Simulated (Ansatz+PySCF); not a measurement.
**quartet CrN: levels of theory in one basis**

```xyz
2

Cr    0.0000    0.0000    0.0000
N     0.0000    0.0000    1.6255
```

Basis set: def2-SVP (spherical functions). Correlated methods keep 6 orbitals frozen. Correlation on ROHF uses semicanonical orbitals with singles. Charge 0, multiplicity 4.

Computed with Ansatz (development build ahead of 0.2.0); each method stands on the lowest determinant of its kind that the runs found.

```json
{"method": "ROHF", "E − E(ROHF) (eV)": "0.00", "<S²> of the determinant": "3.75"}
{"method": "UHF", "E − E(ROHF) (eV)": "-4.54", "<S²> of the determinant": "5.58"}
{"method": "ROHF-MP2", "E − E(ROHF) (eV)": "-14.50", "<S²> of the determinant": "–"}
```

What does UHF-MP2 give on the same scale?

-14.19 eV.

Is a single determinant a sound starting point here?

It is doubtful. Unrestricted orbitals lower Hartree–Fock by 4.54 eV and <S²> is 5.58 where a pure state has 3.75, a sign of strong static correlation.

Caution: another spin multiplicity may lie lower. Caution for ROHF, ROHF-MP2: an unrestricted determinant lies well below. Caution for UHF, UHF-MP2: the unrestricted determinant is a mixture of spin states.
